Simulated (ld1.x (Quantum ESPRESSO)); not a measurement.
**C: one change to a TM potential, before and after**

C (Z = 6), norm-conserving Troullier–Martins (Kleinman–Bylander form), made with ld1.x (Quantum ESPRESSO) 7.5 (PBE, scalar-relativistic). Core [He], reference 2s2 2p2. Waves: 2s (bound): rc 1.05 bohr; 2p (bound): rc 2.70 bohr. Local part: the p channel. Core correction: none.

All-electron outer shells of the reference configuration (PBE, scalar-relativistic, ld1.x):

```json
{"shell": "1s", "level (eV)": "-273.38", "outermost node (bohr)": "–", "outermost maximum (bohr)": "0.17"}
{"shell": "2s", "level (eV)": "-13.75", "outermost node (bohr)": "0.38", "outermost maximum (bohr)": "1.22"}
{"shell": "2p", "level (eV)": "-5.29", "outermost node (bohr)": "–", "outermost maximum (bohr)": "1.20"}
```

Change: wave 2p (bound): rc 2.70 bohr becomes 2p (bound): rc 2.72 bohr.

Cutoffs: the cutoffs (Ry, on a coarse ladder) from which the occupation-weighted sum of valence levels, in a spherical-Bessel basis at the reference potential, stays within 10 and 1 mRy of its value at 400 Ry; they do not see the model core or the augmentation charge, which bear on the density cutoff. Errors are all-electron minus pseudo energies relative to the spin-unpolarised reference configuration.

**Question.** Predict the effect on cutoff, ghosts and configuration errors.

**Answer.** The potential gets neither clearly harder nor softer (35 Ry and 90 Ry → 35 Ry and 90 Ry); of the 7 tests that both files solve, the error grows in 2 and shrinks in 0 by more than 15 % and 0.3 meV (median size 62.3 → 70.4 meV); neither file shows a bound ghost.

| quantity | base | changed |
| --- | --- | --- |
| cutoff, loose | 35 Ry | 35 Ry |
| cutoff, tight | 90 Ry | 90 Ry |
| bound ghosts | none | none |
| error for 2s2 2p1, meV [ΔE 10.86 eV] | +62 | +70 |
| error for 2s2 2p0, meV [ΔE 35.02 eV] | +734 | +803 |
| error for 2s1 2p0, meV [ΔE 83.21 eV] | +1484 | +1611 |
| error for 2s1 2p2, meV [ΔE 19.62 eV] | -134 | -145 |
| error for 2s2 2p2.3, meV [ΔE -1.16 eV] | -1.1 | -1.1 |
| error for 2s1 2p3, meV [ΔE 8.48 eV] | -17 | -20 |
| error for 2s2 2p1.5, meV [ΔE 3.96 eV] | +5.4 | +6.4 |
| s: phases at 2.94 bohr within 0.05 rad from the reference energy up to (Ry; the scan ends near 5) | 0.4 | 0.4 |
| p: phases at 2.94 bohr within 0.05 rad from the reference energy up to (Ry; the scan ends near 5) | 0.5 | 0.5 |
